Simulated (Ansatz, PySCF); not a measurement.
C₂H₄ClFSi, SMILES C=C[Si@H](F)Cl. Atoms are numbered in the order given.

```xyz
9

C     -2.5188     0.0318     0.3221
C     -1.3600    -0.4695     0.7723
Si     0.2582     0.3444     0.3982
F     -0.0468     1.6303    -0.5478
Cl     1.4861    -0.9502    -0.6471
H     -3.4812    -0.4462     0.5352
H     -2.5500     0.9434    -0.2838
H     -1.3695    -1.3888     1.3717
H      1.0076     0.8193     1.5824
```
Charge 0, spin multiplicity 1.

Coordinates come from a B3LYP-D3(BJ)/def2-SVP optimisation. The structure was generated by enumeration; whether it is a known compound was not checked. One conformer was computed; it need not be the lowest.

Two levels are set side by side: PBE-D3(BJ)/def2-SVP (Ansatz, a program for electronic structure) and B3LYP-D3(BJ)/def2-SVP (Ansatz). Each level has its own optimised geometry; the coordinates shown are those of the second. Frequencies come from the Hessian of PySCF at each geometry. Differences are taken from unrounded values.

| quantity | B3LYP-D3(BJ) |
|---|---|
| mean bond length (Å) | 1.456 |
| bond C1–C2 (Å) | 1.340 |
| bond C2–Si3 (Å) | 1.850 |
| bond Si3–F4 (Å) | 1.625 |
| bond Si3–Cl5 (Å) | 2.068 |
| bond C1–H6 (Å) | 1.096 |
| bond C1–H7 (Å) | 1.095 |
| bond C2–H8 (Å) | 1.097 |
| bond Si3–H9 (Å) | 1.480 |
| highest harmonic wavenumber (cm⁻¹) | 3218 |
| mean harmonic wavenumber (cm⁻¹) | 1173 |
| zero-point energy (kcal/mol) | 35.22 |

Problem. What does PBE-D3(BJ) give, and how far is it from B3LYP-D3(BJ)? (An estimate is asked for; the answer gives what the named calculation found.)

Solution. 
| quantity | PBE-D3(BJ) | PBE-D3(BJ) minus B3LYP-D3(BJ) |
|---|---|---|
| mean bond length (Å) | 1.465 | 0.009 |
| bond C1–C2 (Å) | 1.349 | 0.008 |
| bond C2–Si3 (Å) | 1.857 | 0.007 |
| bond Si3–F4 (Å) | 1.637 | 0.012 |
| bond Si3–Cl5 (Å) | 2.073 | 0.005 |
| bond C1–H6 (Å) | 1.104 | 0.008 |
| bond C1–H7 (Å) | 1.103 | 0.008 |
| bond C2–H8 (Å) | 1.105 | 0.008 |
| bond Si3–H9 (Å) | 1.495 | 0.015 |
| highest harmonic wavenumber (cm⁻¹) | 3155 | -64 |
| mean harmonic wavenumber (cm⁻¹) | 1139 | -34 |
| zero-point energy (kcal/mol) | 34.20 | -1.01 |

Exact exchange shortens and stiffens bonds; PBE has none. Differences between two approximate levels are no errors against the true value.
